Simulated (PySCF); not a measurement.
The complex MnF6 (charge 0) contains Mn(VI), shell d1. The structure is a model geometry with rigid ligands and bond lengths from ionic radii and bond length changed to 0.98 of its base value, not a minimum; coordination octahedral, point group Oh, metal–donor distances 1.64 Å.

The d shell alone is too small an active space for MnF6 (an active orbital has only 0.54 squared overlap with the free ion's shell): its levels, fitted parameters, g values and moments show what this model gives and aren't sound predictions.

```
7

Mn    0.000    0.000    0.000
F     0.000    0.000    1.641
F     0.000    0.000   -1.641
F     1.641    0.000    0.000
F    -1.641    0.000    0.000
F     0.000    1.641    0.000
F     0.000   -1.641    0.000
```

Method (PySCF 2.14, density fitting): CASSCF(1,5) with orbitals averaged over all microstates of the shell, strongly contracted NEVPT2 on the averaged canonical orbitals; basis x2c-TZVPall on the metal, x2c-SVPall elsewhere; spin-free X2C; gas phase; spin-orbit coupling by state interaction with the mean-field operator over all roots.

Problem. What is the ground state?

Solution. 2T2g (S = 1/2, orbital degeneracy 3), with 1.0 electrons in the lower (t2g-type) set and 0.0 in the upper (eg-type) set, by NEVPT2.

Problem. List the excited states of the same spin.

Solution. By NEVPT2: 2Eg at 38379 cm⁻¹ (261 nm). All are electric-dipole forbidden at this geometry.

Problem. Give the fitted ligand-field and repulsion parameters.

Solution. At NEVPT2 level: orbital energies 0, 0, 0, 38379, 38379 cm⁻¹; 10Dq = 38379 cm⁻¹; ζ = 307 cm⁻¹ (free ion 518), lowered by covalency.

Problem. What are the magnetic parameters?

Solution. Degenerate or low-lying orbital states mix with the ground state, so no spin-only Hamiltonian applies. The lowest spin-orbit level is 4-fold; the next lies at 554.4 cm⁻¹. μeff is 1.41 μB at 300 K and 0.30 μB at 10 K; the spin-only value is 1.73 μB.

The geometry is a model, and the complex may not exist in this form. Charge-transfer states lie outside this active space and may come lower than some of these levels. The ground state is orbitally degenerate in this regular structure, which would distort (Jahn–Teller), so its moment is that of the undistorted model. NEVPT2 on the d shell alone tends to put d–d bands too high for such charged or covalently bound ions.

The job took 6.7 s on one thread of Arm Neoverse V1 (shared host), with 132 basis functions, launched as `OMP_NUM_THREADS=1 python lf_run.py task.json out`.
